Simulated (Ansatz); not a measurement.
Start from `CBS[SiH3]` and change one atom or group to get `OBS[SiH3]`.

Ansatz, PBE0-D4/def2-TZVP geometries, multiplicity 1. Each molecule was computed in one conformer, which needn't be the lowest.

```tsv
property	`CBS[SiH3]`
HOMO energy (B3LYP/def2-TZVPP) / eV	-7.71
HOMO energy (ωB97M-V/def2-TZVPP) / eV	-10.09
size of the dipole moment (PBE/def2-TZVPP) / D	0.54
ideal-gas entropy at 298 K and 1 bar (rigid rotor, harmonic PBE0-D4/def2-TZVP) / J/(mol·K)	348
LUMO energy (PBE/def2-TZVPP) / eV	-2.02
size of the dipole moment (ωB97M-V/def2-TZVPP) / D	0.62
```

Q: Give the same properties after the change, and the shifts. (An estimate is asked.)

A: Ansatz gave: 
```csv
property,`OBS[SiH3]`,shift
HOMO energy (B3LYP/def2-TZVPP) / eV,-7.64,0.07
HOMO energy (ωB97M-V/def2-TZVPP) / eV,-10.04,0.05
size of the dipole moment (PBE/def2-TZVPP) / D,1.96,1.42
"ideal-gas entropy at 298 K and 1 bar (rigid rotor, harmonic PBE0-D4/def2-TZVP) / J/(mol·K)",331,-17
LUMO energy (PBE/def2-TZVPP) / eV,-1.29,0.73
size of the dipole moment (ωB97M-V/def2-TZVPP) / D,1.99,1.37
```

With PBE0 the HOMO rises by 0.06 eV and the LUMO rises by 0.75 eV, so the gap widens by about 0.69 eV. PBE moves the HOMO by 0.11 eV and ωB97M-V by 0.05 eV. The zero-point energy changes by -55.0 kJ/mol with -6 modes. Dipoles are sizes alone; their direction can turn. Modes under 60 cm⁻¹, often nearly free rotors, make the harmonic entropy too high.

B3LYP here is the variant with VWN-RPA as its local correlation; programs differ in this.
